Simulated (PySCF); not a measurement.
Si⁺ (silicon, charge +1) across methods

[Ne] 3s1 3p2, high-spin 4P determinant (an excited configuration). All numbers are calculated (PySCF 2.14, the non-relativistic Hamiltonian (point nucleus), in dyall-av2z (13s9p2d, 50 functions)).

| method | E (hartree) | mean ε 2p β (eV) | mean ε 3s α (eV) | mean ε 3p α (eV) | Σ⟨r²⟩ (bohr²) | ⟨S²⟩ |
| --- | --- | --- | --- | --- | --- | --- |
| PBE0 | -288.7617 | -111.08 | -22.450 | -14.392 | 20.99 | 3.750 |
| wB97X-V | -288.8284 | -113.05 | -25.066 | -16.619 | 21.14 | 3.750 |
| B3LYP | -288.8940 | -110.24 | -21.975 | -13.998 | 21.00 | 3.750 |
| PW91 | -288.8615 | -105.93 | -20.752 | -13.232 | 20.97 | 3.750 |
| PBE | -288.7316 | -105.77 | -20.707 | -13.198 | 21.02 | 3.750 |
| BP86 | -288.9011 | -105.95 | -20.773 | -13.238 | 21.01 | 3.750 |
| LDA | -287.7134 | -105.89 | -20.724 | -13.146 | 21.13 | 3.750 |
| r2SCAN | -288.8643 | -107.76 | -21.261 | -13.497 | 20.97 | 3.750 |

(1) Estimate the same row for UHF.

Answers

(1) E (hartree) = -288.42592; mean ε 2p β (eV) = -125.87; mean ε 3s α (eV) = -27.188; mean ε 3p α (eV) = -17.564; Σ⟨r²⟩ (bohr²) = 21.25; ⟨S²⟩ = 3.750.
